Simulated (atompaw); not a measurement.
**Which change was made? (K, PAW (atompaw))**

* Element: K
* Generator: atompaw 4.2.0.5
* Type: PAW
* Functional: PBEsol
* Relativity: scalar-relativistic
* Frozen core: [Ne]
* Valence charge: 9
* Reference configuration: 3s2 3p6 4s1 4p0
* Partial waves: 3s (bound): rc 1.35 bohr; 4s (bound): rc 2.50 bohr; 3p (bound): rc 2.25 bohr; 4p (bound, empty): rc 2.50 bohr; 3d channel at 0.3 Ry: rc 1.95 bohr; 3d channel at 1.2 Ry: rc 2.50 bohr
* Local potential: bessel scheme, radius 1.70 bohr
* Core correction: smooth core density matched at 2.05 bohr
* Augmentation charge: sinc compensation charge, radius 2.10 bohr; PAW radius 2.50 bohr; waves and projectors: custom polynom2 7 10 vanderbiltortho

Cutoffs, loose and tight: the cutoffs (Ry, on a coarse ladder) from which the occupation-weighted sum of valence levels, in a spherical-Bessel basis at the reference potential, stays within 10 and 1 mRy of its value at 400 Ry. They see the waves, projectors and local potential, not the compensation charge or the core.

The base gives: outcome: generated; cutoff, loose: 18 Ry; cutoff, tight: 30 Ry; bound ghosts: none.

Q: After one change the result is: outcome: failed: atompaw: The overlap operator has at least one negative eigenvalue!. Which change was it?
A. all radii scaled by about 0.74 (s 1.00, p 1.66, d 1.44 bohr); local potential bessel scheme, radius 1.26 bohr; augmentation sinc compensation charge, radius 1.56 bohr; PAW radius 1.86 bohr; waves and projectors: custom polynom2 7 10 vanderbiltortho; core correction smooth core density matched at 1.52 bohr
B. all radii scaled by about 1.17 (s 1.58, p 2.64, d 2.28 bohr); local potential bessel scheme, radius 2.00 bohr; augmentation sinc compensation charge, radius 2.46 bohr; PAW radius 2.92 bohr; waves and projectors: custom polynom2 7 10 vanderbiltortho; core correction smooth core density matched at 2.40 bohr
C. all radii scaled by about 0.90 (s 1.22, p 2.02, d 1.74 bohr); local potential bessel scheme, radius 1.52 bohr; augmentation sinc compensation charge, radius 1.88 bohr; PAW radius 2.24 bohr; waves and projectors: custom polynom2 7 10 vanderbiltortho; core correction smooth core density matched at 1.84 bohr

A: A. The others give: all radii scaled by about 0.90 (s 1.22, p 2.02, d 1.74 bohr); local potential bessel scheme, radius 1.52 bohr; augmentation sinc compensation charge, radius 1.88 bohr; PAW radius 2.24 bohr; waves and projectors: custom polynom2 7 10 vanderbiltortho; core correction smooth core density matched at 1.84 bohr → outcome: generated; cutoff, loose: 21 Ry; cutoff, tight: 30 Ry; bound ghosts: none | all radii scaled by about 1.17 (s 1.58, p 2.64, d 2.28 bohr); local potential bessel scheme, radius 2.00 bohr; augmentation sinc compensation charge, radius 2.46 bohr; PAW radius 2.92 bohr; waves and projectors: custom polynom2 7 10 vanderbiltortho; core correction smooth core density matched at 2.40 bohr → outcome: generated; cutoff, loose: 25 Ry; cutoff, tight: 50 Ry; bound ghosts: none.
